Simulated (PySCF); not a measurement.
Gas-phase reaction: 4 GeHF₃ = GeH₄ + 3 GeF₂ + 3 F₂

Method: PySCF energies (xtb for GFN2) plus ideal-gas RRHO corrections (1 bar). † marks an energy on the PBE0/def2-TZVP geometry and frequencies; other levels use their own. MP2 and CCSD(T) freeze the core. 6-31G* has spherical d functions here. All species are closed-shell singlets. B3LYP is the form with VWN-RPA correlation. Ge: all electrons, no relativistic terms. GeHF₃: computed as isolated molecules; such fragments, hydroxides, amides, oligomers or adducts are transient or little studied in the gas. MP2 isn't extrapolated to the basis-set limit; its ΔH°(298 K) is 2208.2 kJ in def2-SVP and 2250.3 kJ in def2-TZVPP. CCSD(T) isn't extrapolated to the basis-set limit; its ΔH°(298 K) is 2058.7 kJ in def2-SVP and 2123.7 kJ in def2-TZVPP. The harmonic model lacks anharmonicity and excited electronic states, which grow with temperature; levels with a mode under 35 cm⁻¹ are left out.

```tsv
level	ΔE electronic, kJ	ΔH°(298 K), kJ	ΔS°(298 K), J/K	ΔG°(800 K), kJ
B3LYP/6-31G*	1916	1894	459	1533
CCSD(T)/def2-SVP†	2080	2059	457	1699
GFN2-xTB	1308	1297	428	964
HF/6-31G*	2207	2183	465	1816
MP2/def2-SVP†	2230	2208	457	1848
MP2/def2-TZVPP†	2272	2250	457	1890
PBE/def2-TZVP†	1920	1899	457	1539
PBE0/def2-QZVP†	2082	2061	457	1701
PBE0/def2-TZVP	2067	2045	457	1685
r2SCAN/def2-TZVP†	2105	2084	457	1723
```
ΔH° is lowest at GFN2-xTB and highest at MP2/def2-TZVPP†. No reference value is set beside these.
